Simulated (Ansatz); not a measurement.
The first iterations of a band of Cl3FTi + H3P (9 atoms, charge 0, multiplicity 1).

All numbers below come from RKS PBE/def2-SVP (Ansatz 0.2.0).

| Property | Result |
| --- | --- |
| movable images | 7 |
| climbing image | yes |
| spring | 5.0 eV/Å² |
| optimiser | quadratic models (default) |
| start path | through a guess of the saddle point |
| force threshold | 0.5 eV/Å |
| iteration limit | 60 |
| end points | relaxed |

Image 0:

```xyz
9
Properties=species:S:1:pos:R:3
Ti 0.533 -0.068 -0.268
F 0.601 -0.140 1.467
Cl 2.550 0.197 -1.049
Cl -0.721 1.613 -0.864
Cl -0.320 -1.923 -1.035
P -3.395 0.267 1.552
H -3.054 -0.732 0.572
H -3.917 -0.726 2.458
H -2.084 0.201 2.146
```

Image 8:

```xyz
9
Properties=species:S:1:pos:R:3
Ti -0.649 -0.082 -0.103
F -0.161 -0.794 2.057
Cl 1.256 1.018 0.517
Cl -1.261 1.049 -1.855
Cl -0.534 -2.168 -0.736
P -2.669 0.476 1.162
H -3.612 0.194 0.114
H -2.779 -0.809 1.801
H 0.601 -0.197 2.022
```

| iteration | highest image above the first end (eV) | largest band force component (eV/Å) |
| --- | --- | --- |
| 1 | 54.269 | 331.173 |
| 2 | 14.874 | 86.215 |
| 3 | 9.306 | 58.420 |
| 4 | 4.287 | 23.073 |

Problem. Does the band converge within its limit, and where does its top end?

Solution. The forces met the threshold. It ended after 13 iterations with the highest image 1.733 eV above the first end. The threshold of 0.5 eV/Å is loose, so the images may lie well off the minimum-energy path. The profile has 2 maxima (images 4, 6) with wells between them (image 5): this band takes more than one step, which may be the mechanism or a detour left from its start path. The order of the point at the top wasn't checked. The orbitals stay closed-shell, which can raise the energy where a bond breaks towards radicals; this wasn't checked here.

Run time: 4.4 min on 4 threads of Arm Neoverse V1, with other jobs on the host, peak memory 0.25 GiB.
